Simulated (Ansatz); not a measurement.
`Cl[Te]Cl` at its PBE0-D4/def2-TZVP geometry, where that method's forces vanish. Total charge 0; spin multiplicity 1. Te takes the def2 core potential.

```xyz
3

Cl    1.3766   -1.1065   -0.5048
Te   -0.2486   -0.2798    0.9291
Cl   -1.1280    1.3863   -0.4243
```

(1) What forces (eV/Å) does PBE-D4/def2-TZVPP give on these atoms in the Gaussian-basis code of Ansatz? (An estimate is asked.)

## Answers

(1) Ansatz gave: 
```
Cl1  0.303 -0.170 -0.240
Te2 -0.124 -0.140  0.464
Cl3 -0.179  0.310 -0.224
```
